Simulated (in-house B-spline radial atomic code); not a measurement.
Ionising Kr⁶⁺ with different functionals

Computed with a radial B-spline atomic code at the basis-set limit: scalar-relativistic (spin-free X2C) Hamiltonian, Fermi nucleus of rms radius 4.1884 fm, spin-polarised at highest spin, spherical fractional occupations for the functionals, the average over the highest-spin determinants for Hartree-Fock. The ionisation energy is the difference of two self-consistent energies, [Ar] 3d10 4s2 → [Ar] 3d10 4s1, without Breit or QED terms; ε is the level of the shell that loses the electron (its least bound occupied spin orbital). There is no spin-orbit coupling in this Hamiltonian.

```json
{"method": "Hartree-Fock", "rung": "Hartree-Fock", "ΔSCF (eV)": "106.99", "-ε(4s) (eV)": "107.21"}
{"method": "HF fractional", "rung": "Hartree-Fock", "ΔSCF (eV)": "106.99", "-ε(4s) (eV)": "107.21"}
{"method": "LDA VWN5", "rung": "LDA", "ΔSCF (eV)": "110.27", "-ε(4s) (eV)": "102.81"}
{"method": "LDA PW92", "rung": "LDA", "ΔSCF (eV)": "110.27", "-ε(4s) (eV)": "102.80"}
{"method": "LDA exchange-only", "rung": "LDA", "ΔSCF (eV)": "108.42", "-ε(4s) (eV)": "101.18"}
{"method": "PBE", "rung": "GGA", "ΔSCF (eV)": "109.82", "-ε(4s) (eV)": "102.28"}
{"method": "PBEsol", "rung": "GGA", "ΔSCF (eV)": "109.61", "-ε(4s) (eV)": "102.29"}
{"method": "BLYP", "rung": "GGA", "ΔSCF (eV)": "110.07", "-ε(4s) (eV)": "102.46"}
{"method": "RPBE", "rung": "GGA", "ΔSCF (eV)": "109.56", "-ε(4s) (eV)": "102.00"}
{"method": "PW91", "rung": "GGA", "ΔSCF (eV)": "109.96", "-ε(4s) (eV)": "102.46"}
{"method": "BP86", "rung": "GGA", "ΔSCF (eV)": "109.83", "-ε(4s) (eV)": "102.51"}
{"method": "AM05", "rung": "GGA", "ΔSCF (eV)": "109.52", "-ε(4s) (eV)": "102.25"}
{"method": "OLYP", "rung": "GGA", "ΔSCF (eV)": "?", "-ε(4s) (eV)": "?"}
{"method": "TPSS", "rung": "meta-GGA", "ΔSCF (eV)": "109.28", "-ε(4s) (eV)": "102.12"}
{"method": "SCAN", "rung": "meta-GGA", "ΔSCF (eV)": "109.16", "-ε(4s) (eV)": "102.75"}
{"method": "r2SCAN", "rung": "meta-GGA", "ΔSCF (eV)": "109.01", "-ε(4s) (eV)": "102.54"}
{"method": "revTPSS", "rung": "meta-GGA", "ΔSCF (eV)": "109.09", "-ε(4s) (eV)": "102.05"}
{"method": "PBE0", "rung": "global hybrid", "ΔSCF (eV)": "109.33", "-ε(4s) (eV)": "103.77"}
{"method": "B3LYP", "rung": "global hybrid", "ΔSCF (eV)": "109.89", "-ε(4s) (eV)": "103.83"}
{"method": "TPSSh", "rung": "global hybrid", "ΔSCF (eV)": "109.14", "-ε(4s) (eV)": "102.73"}
{"method": "BHandHLYP", "rung": "global hybrid", "ΔSCF (eV)": "109.21", "-ε(4s) (eV)": "105.40"}
{"method": "r2SCAN0", "rung": "global hybrid", "ΔSCF (eV)": "?", "-ε(4s) (eV)": "?"}
{"method": "B97-1", "rung": "global hybrid", "ΔSCF (eV)": "109.68", "-ε(4s) (eV)": "103.44"}
{"method": "HSE06", "rung": "range-separated hybrid", "ΔSCF (eV)": "109.41", "-ε(4s) (eV)": "103.54"}
{"method": "wB97X", "rung": "range-separated hybrid", "ΔSCF (eV)": "109.10", "-ε(4s) (eV)": "106.76"}
{"method": "CAM-B3LYP", "rung": "range-separated hybrid", "ΔSCF (eV)": "109.88", "-ε(4s) (eV)": "105.72"}
{"method": "LC-wPBE", "rung": "range-separated hybrid", "ΔSCF (eV)": "109.62", "-ε(4s) (eV)": "107.22"}
```

What does OLYP give?

ΔSCF 109.29 eV, and -ε(4s) = 101.78 eV.

What does r2SCAN0 give?

ΔSCF 108.81 eV, and -ε(4s) = 104.01 eV.

Among the functionals, which spreads more, the ΔSCF values or the orbital energies?

The orbital energies: ΔSCF values span about 1.86 eV and the orbital energies 6.04 eV.

How do they compare with the NIST value?

NIST lists 109.13 eV ± 0.05 (tabulated theory, ground level to ground level). Errors run from -2.14 to +1.14 eV; TPSSh is closest (+0.01 eV), though others lie within the uncertainty of it, and part of that can be cancellation, since the calculations leave out Breit-QED terms. Hartree-Fock also lacks correlation.
